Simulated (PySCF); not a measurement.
Compound: [NiI4]2- (charge -2 and triplet state).
Bonds: Ni1–I2, Ni1–I3, Ni1–I4, Ni1–I5.

Computed with PBE0-D3(BJ)/def2-SVP geometry optimisation, gas phase, def2 core potentials past Kr in PySCF 2.14.0.

Question: How far are the bound atoms from Ni1?

Answer: 4 atoms: I5 2.663 Å, I4 2.665 Å, I2 2.665 Å, I3 2.712 Å.

Question: List the angles at Ni1.

Answer: 
```tsv
angle	degrees	distance of the outer atoms (Å)
I2–Ni1–I3	112.9	4.48
I3–Ni1–I5	112.7	4.47
I3–Ni1–I4	112.7	4.48
I4–Ni1–I5	106.1	4.26
I2–Ni1–I4	106.0	4.26
I2–Ni1–I5	106.0	4.26
```

Question: What is the shape at Ni1?

Answer: Distorted tetrahedral: angles from 106.0° to 112.9°; τ4 = (360° − α − β)/141° = 0.95 with α and β the two widest (0 for a square, 1 for a tetrahedron). The Ni–I distances aren't all alike: 2.663 to 2.712 Å. Differences among atoms that C3v makes equivalent are scatter left by the optimiser.

Question: What are the rotational constants (commonest isotopes, rigid rotor)?

Answer: A = 219.8, B = 203.6, C = 203.5 MHz: a prolate symmetric top.

Point group: C3v (every atom within 0.08 Å of its image). Charge -2, triplet. ⟨S²⟩ = 2.003 (exact for a triplet: 2.00). Whether so highly charged an anion holds all its electrons in the gas phase wasn't checked; a finite basis holds them in any case. The ion is multiply charged and computed without counter-ions or solvent. No frequency check.

Time: 4.8 min of wall time. Hardware: Arm Neoverse V1, one thread, on a shared host. These figures are those of the optimisation.

Caution for open-shell metal species: one SCF solution and one stationary point were followed, and a lower state or a bent or distorted shape isn't ruled out.
